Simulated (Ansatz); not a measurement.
Ansatz (an electronic-structure program) input (CCSD(T)/def2-QZVPP):
A basis named .json is the Basis Set Exchange file of that set.

Ansatz 0.2 input:
```yaml
crystal:
  periodic: [false, false, false]
  atoms:
    - {symbol: Cl, position_ang: [-1.10941674, 2.10131064, 0.00827663]}
    - {symbol: Ga, position_ang: [-0.41957854, 0.08557915, 0.00561953]}
    - {symbol: Cl, position_ang: [-1.84345072, -1.49903032, 0.03127192]}
    - {symbol: Br, position_ang: [1.80587662, -0.36833484, -0.02418659]}
basis:
  gaussian:
    orbitals: def2-QZVPP.json
magnetization: {spin_polarized: false}
correlation: {method: ccsd_t, electrons: outside_noble_gas}
```

Output:

```
Functional definition: HF
integrals: 3.13 GiB planned
2028 factors; integrals over basis functions are off by at most 1.1e-3 eV
2.98 GiB of device memory are held for the factors and their scratch space
mean field: 2.72 GiB planned
mean field evaluation 1: about -147348.0615 eV, gradient 2.1e1 eV
mean field evaluation 2: about -147348.1614 eV, gradient 2.1e1 eV
mean field evaluation 4: about -147349.4157 eV, gradient 2.7e0 eV
mean field evaluation 8: about -147349.4386 eV, gradient 6.5e-2 eV
mean field evaluation 16: about -147348.9523 eV, gradient 1.5e1 eV
mean field -147349.43858985 eV, -5414.9919911403 hartree, gradient 1.9e-6 eV, S^2 0.000000; 0 other end points of the search recorded, 0 dependent functions left out
38 core orbitals not correlated
reference -147349.43858985 eV, -5414.9919911403 hartree; 12, 12 occupied and 268, 268 virtual orbitals, 2028 factors
second order -17.97024332 eV of doubles, -0.00000000 eV of singles
coupled cluster: 12.94 GiB planned
cycle   1  -18.72502233 eV  change   -7.5e-1 eV  update   7.5e-2
cycle   2  -19.06079275 eV  change   -3.4e-1 eV  update   2.1e-2
cycle   3  -19.12523464 eV  change   -6.4e-2 eV  update   9.9e-3
cycle   4  -19.11771953 eV  change    7.5e-3 eV  update   2.3e-3
cycle   5  -19.11689096 eV  change    8.3e-4 eV  update   8.9e-4
cycle   6  -19.11675775 eV  change    1.3e-4 eV  update   2.4e-4
cycle   7  -19.11666625 eV  change    9.1e-5 eV  update   7.8e-5
cycle   8  -19.11669652 eV  change   -3.0e-5 eV  update   2.2e-5
cycle   9  -19.11670103 eV  change   -4.5e-6 eV  update   6.8e-6
perturbative correction -0.89908174 eV, -0.0330406445 hartree
Total energy: -147369.45437262 eV, -5415.7275575900 hartree
```
